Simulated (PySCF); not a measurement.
# Dipole response of Pb⁺ (lead, charge +1)

[Xe] 4f14 5d10 6s2 6p1, 2P determinant. All numbers are calculated (PySCF 2.14, a scalar-relativistic core potential, in def2-QZVPPD with the def2 core potential (60 electrons) (8s6p5d4f1g, 88 functions)). Coupled (time-dependent) response in atomic units; α is the mean over directions.

| method | mean α (bohr³) | α xx, yy, zz | C₆ (like pair) | S(−4) |
| --- | --- | --- | --- | --- |
| UHF | 28.79 | 25.77, 34.84, 25.77 | 253.9 | 265.4 |
| PBE | 27.95 | 24.04, 35.77, 24.04 | 240.1 | 285.2 |
| PBE0 | 27.65 | 24.11, 34.72, 24.11 | 238.9 | 263.6 |

S(−4) is the Cauchy moment in α(ω) = α(0) + S(−4) ω² + …

Spin-orbit coupling is absent.

α(iu) at PBE:

```json
{"u (hartree)": "0", "α(iu) (bohr³)": "27.95"}
{"u (hartree)": "0.0500", "α(iu) (bohr³)": "27.26"}
{"u (hartree)": "0.100", "α(iu) (bohr³)": "25.48"}
{"u (hartree)": "0.200", "α(iu) (bohr³)": "20.75"}
{"u (hartree)": "0.300", "α(iu) (bohr³)": "16.54"}
{"u (hartree)": "0.500", "α(iu) (bohr³)": "11.03"}
{"u (hartree)": "0.750", "α(iu) (bohr³)": "7.491"}
{"u (hartree)": "1.00", "α(iu) (bohr³)": "5.576"}
{"u (hartree)": "1.50", "α(iu) (bohr³)": "3.579"}
{"u (hartree)": "2.00", "α(iu) (bohr³)": "2.538"}
{"u (hartree)": "3.00", "α(iu) (bohr³)": "1.476"}
{"u (hartree)": "5.00", "α(iu) (bohr³)": "0.6703"}
```

A single London oscillator, α(iu) = α/(1 + u²/ω²), gives C₆ = (3/4) ω α². Matching the computed C₆ needs ω = 4 × 240.1 / (3 × 27.95²) = 0.410 hartree.

For an ion, C₆ is the dispersion term alone; charge-induced terms of lower order in 1/R come first.

The components differ because the open shell of this determinant is not spherical; for a pure term their mean is the scalar polarisability.

Energies and moments cover only the electrons outside the core potential. Spin-orbit coupling, absent here, splits the open shell strongly.
